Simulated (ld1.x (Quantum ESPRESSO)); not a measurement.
## Scattering properties, TM potential for silicon (Si)

ld1.x (Quantum ESPRESSO) 7.5 input, shortened:

```
&input
   title='Si', zed=14., rel=1, dft='PZ', iswitch=3,
   config='[Ne] 3s2 3p1'
 /
 &inputp
   pseudotype=2, tm=.true., lloc=1,
   nlcc=.true.
 /
2
3S  1  0   2.00   0.00  1.35  1.35  0.0
3P  2  1   1.00   0.00  1.65  1.65  0.0
 &test
   configts(1)='3s2 3p1'
 /
```

The phase is arctan(r·u′/u) with u = r·R(r), unwrapped; energies in Ry, scanned from -3 to 5 Ry. A pole is an energy at which the radial function vanishes at the test radius. The pseudo phase is shifted by a multiple of π to meet the all-electron one at the reference energy, and phase errors are pseudo minus all-electron; the curves can meet again beyond the range given. Levels narrower than the energy grid can be missing from the lists of poles.

```
channel  radius (bohr)  reference energy (Ry)  poles, all-electron  poles, pseudo  unbroken range about the reference energy with phases within 0.05 rad  phase error 1 Ry above the reference energy (rad)
      s           1.81                  -1.40                 2.72           2.40                                                              below 3.9                                             -0.005
      p           1.81                  -0.86                 3.62           3.18                                                              below 4.5                                             -0.013
```

Phases in the s channel:

```json
{"E (Ry)": "-3.00", "all-electron": "0.972", "pseudo": "0.969"}
{"E (Ry)": "-2.76", "all-electron": "0.903", "pseudo": "0.900"}
{"E (Ry)": "-2.52", "all-electron": "0.814", "pseudo": "0.811"}
{"E (Ry)": "-2.28", "all-electron": "0.696", "pseudo": "0.694"}
{"E (Ry)": "-2.04", "all-electron": "0.538", "pseudo": "0.536"}
{"E (Ry)": "-1.80", "all-electron": "0.329", "pseudo": "0.327"}
{"E (Ry)": "-1.56", "all-electron": "0.064", "pseudo": "0.063"}
{"E (Ry)": "-1.32", "all-electron": "-0.234", "pseudo": "-0.234"}
{"E (Ry)": "-1.08", "all-electron": "-0.517", "pseudo": "-0.518"}
{"E (Ry)": "-0.84", "all-electron": "-0.751", "pseudo": "-0.753"}
{"E (Ry)": "-0.60", "all-electron": "-0.930", "pseudo": "-0.934"}
{"E (Ry)": "-0.36", "all-electron": "-1.063", "pseudo": "-1.068"}
{"E (Ry)": "-0.12", "all-electron": "-1.164", "pseudo": "-1.170"}
{"E (Ry)": "0.12", "all-electron": "-1.242", "pseudo": "-1.249"}
{"E (Ry)": "0.36", "all-electron": "-1.302", "pseudo": "-1.311"}
{"E (Ry)": "0.60", "all-electron": "-1.352", "pseudo": "-1.361"}
{"E (Ry)": "0.84", "all-electron": "-1.392", "pseudo": "-1.402"}
{"E (Ry)": "1.08", "all-electron": "-1.426", "pseudo": "-1.438"}
{"E (Ry)": "1.32", "all-electron": "-1.455", "pseudo": "-1.468"}
{"E (Ry)": "1.56", "all-electron": "-1.481", "pseudo": "-1.495"}
{"E (Ry)": "1.80", "all-electron": "-1.503", "pseudo": "-1.519"}
{"E (Ry)": "2.04", "all-electron": "-1.523", "pseudo": "-1.540"}
{"E (Ry)": "2.28", "all-electron": "-1.541", "pseudo": "-1.561"}
{"E (Ry)": "2.52", "all-electron": "-1.558", "pseudo": "-1.580"}
{"E (Ry)": "2.76", "all-electron": "-1.573", "pseudo": "-1.598"}
{"E (Ry)": "3.00", "all-electron": "-1.587", "pseudo": "-1.616"}
{"E (Ry)": "3.24", "all-electron": "-1.601", "pseudo": "-1.634"}
{"E (Ry)": "3.48", "all-electron": "-1.614", "pseudo": "-1.652"}
{"E (Ry)": "3.72", "all-electron": "-1.627", "pseudo": "-1.671"}
{"E (Ry)": "3.96", "all-electron": "-1.639", "pseudo": "-1.691"}
{"E (Ry)": "4.20", "all-electron": "-1.652", "pseudo": "-1.714"}
{"E (Ry)": "4.44", "all-electron": "-1.664", "pseudo": "-1.738"}
{"E (Ry)": "4.68", "all-electron": "-1.676", "pseudo": "-1.768"}
{"E (Ry)": "4.92", "all-electron": "-1.689", "pseudo": "-1.803"}
```
